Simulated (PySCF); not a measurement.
```xyz
11

O      2.4944     0.9016    -0.2805
C      1.5469     0.2413     0.0646
C      0.1524     0.4833    -0.3393
C     -0.9391     0.1591     0.6668
C     -0.7524    -0.7253    -0.5103
H      1.6804    -0.6327     0.7426
H      0.0052     1.3284    -0.9977
H     -0.6257    -0.2065     1.6360
H     -1.7852     0.8310     0.6902
H     -1.4664    -0.6797    -1.3202
H     -0.3104    -1.7005    -0.3523
```

Charge 0, multiplicity 1.

### Question
Give the Mulliken and meta-Löwdin atomic charges from M06-2X/def2-TZVP // B3LYP-D3(BJ)/def2-TZVP (PySCF).

### Answer

```json
[
 {"atom": "O1", "Mulliken (e)": "-0.28", "meta-Löwdin (e)": "-0.41"},
 {"atom": "C2", "Mulliken (e)": "0.11", "meta-Löwdin (e)": "0.29"},
 {"atom": "C3", "Mulliken (e)": "-0.11", "meta-Löwdin (e)": "-0.15"},
 {"atom": "C4", "Mulliken (e)": "-0.27", "meta-Löwdin (e)": "-0.22"},
 {"atom": "C5", "Mulliken (e)": "-0.27", "meta-Löwdin (e)": "-0.22"},
 {"atom": "H6", "Mulliken (e)": "0.08", "meta-Löwdin (e)": "0.06"},
 {"atom": "H7", "Mulliken (e)": "0.14", "meta-Löwdin (e)": "0.13"},
 {"atom": "H8", "Mulliken (e)": "0.15", "meta-Löwdin (e)": "0.13"},
 {"atom": "H9", "Mulliken (e)": "0.15", "meta-Löwdin (e)": "0.13"},
 {"atom": "H10", "Mulliken (e)": "0.15", "meta-Löwdin (e)": "0.13"},
 {"atom": "H11", "Mulliken (e)": "0.15", "meta-Löwdin (e)": "0.13"}
]
```
